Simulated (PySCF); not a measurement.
Input of a response calculation (the driver script's job line, then coordinates in Å):

```
{"job": {"kind": "uv", "xc": "B3LYP", "basis": "def2-SVPD", "ip": true}, "charge": 0, "multiplicity": 1}
C     -2.306086     0.413610    -0.291238
N     -0.936069     0.121501     0.044624
Ge    -0.047854    -1.393027    -0.436510
N      1.699513    -0.814063    -0.454388
Ge     2.086328     0.950685    -0.315998
F      1.424704     1.560384     1.200639
H     -2.475230     1.502684    -0.338271
H     -2.544304     0.012946    -1.290021
H     -3.052552    -0.005484     0.412097
H     -0.599606     0.573566     0.891094
H     -0.590509    -1.777183    -1.827648
H     -0.113969    -2.612772     0.516341
H      2.395563    -1.439825    -0.059536
H      3.607835     1.113689    -0.182928
H      1.436227     1.792146    -1.413315
```

Computed, not measured: TDDFT B3LYP/def2-SVPD, vertical, gas phase, core orbitals frozen in the response (PySCF). Job line and output are in the format of a driver script around the code.

**Question.** Give the output.

**Answer.** 
```
coarse grid: 57800 points
cycle   1  E = -4406.1816913506  dE = -8.587e-01  |g| = 9.846e-01  |ddm| = 5.216e+00
cycle   2  E = -4405.8743710913  dE =  3.073e-01  |g| = 1.638e+00  |ddm| = 2.911e+00
cycle   3  E = -4406.3329372724  dE = -4.586e-01  |g| = 1.732e-01  |ddm| = 1.777e+00
cycle   4  E = -4406.3374079246  dE = -4.471e-03  |g| = 3.897e-02  |ddm| = 1.938e-01
cycle   5  E = -4406.3375478497  dE = -1.399e-04  |g| = 1.878e-02  |ddm| = 5.855e-02
cycle   6  E = -4406.3376231090  dE = -7.526e-05  |g| = 4.092e-03  |ddm| = 2.412e-02
cycle   7  E = -4406.3376263304  dE = -3.221e-06  |g| = 8.922e-04  |ddm| = 6.313e-03
final grid: 119224 points
cycle   8  E = -4406.3375224570  dE =  1.454e-07  |g| = 1.461e-03  |ddm| = 9.068e-03
cycle   9  E = -4406.3375213890  dE =  1.068e-06  |g| = 2.618e-03  |ddm| = 4.685e-03
cycle  10  E = -4406.3375229433  dE = -1.554e-06  |g| = 2.074e-04  |ddm| = 2.967e-03
cycle  11  E = -4406.3375229529  dE = -9.564e-09  |g| = 3.041e-05  |ddm| = 2.463e-04
cycle  12  E = -4406.3375229531  dE = -1.883e-10  |g| = 1.011e-05  |ddm| = 4.467e-05
converged SCF energy = -4406.3375229531

Static polarisability (au): isotropic 89.577, principal 75.557 90.986 102.189

Singlet excitations
state   eV       nm        f      main configurations
  1   5.4665    226.8   0.01226   H->L 0.85, H->L+1 0.12
  2   5.7580    215.3   0.01721   H->L+1 0.82, H->L 0.12
  3   5.9189    209.5   0.01874   H->L+2 0.97
  4   6.2166    199.4   0.04083   H->L+3 0.89, H->L+4 0.09
  5   6.3191    196.2   0.01325   H-1->L 0.90
  6   6.4527    192.1   0.01132   H->L+4 0.83, H->L+3 0.09
  7   6.6268    187.1   0.00417   H-1->L+1 0.88
  8   6.7048    184.9   0.00678   H->L+5 0.87
  9   6.8164    181.9   0.02663   H-1->L+2 0.74, H->L+6 0.20
 10   6.9553    178.3   0.05706   H->L+6 0.65, H-1->L+2 0.19, H->L+7 0.09

Triplet excitations (Tamm-Dancoff, eV): 5.2363 5.5961 5.8108 5.8556
Vertical ionisation energy (delta-SCF) = 8.6154 eV
```

Geometry: PBE0-D3(BJ)/def2-SVP, one conformer, isolated molecule. The B3LYP/def2-SVPD calculation is non-relativistic and has no spin–orbit coupling, an omission that weighs most on germanium.

The SCF starts on a coarse grid; the energy jumps when the final grid takes over, and dE counts afresh there. H and L stand for HOMO and LUMO.

The vertical ionisation energy (ΔSCF) is 8.62 eV, 1.66 eV above S10.

The values belong to the conformer `[CH3:1][NH:2][GeH2:3][NH:4][GeH2:5][F:6]`: C1–N2–Ge3–N4 154°, N2–Ge3–N4–Ge5 -10°, Ge3–N4–Ge5–F6 59°.
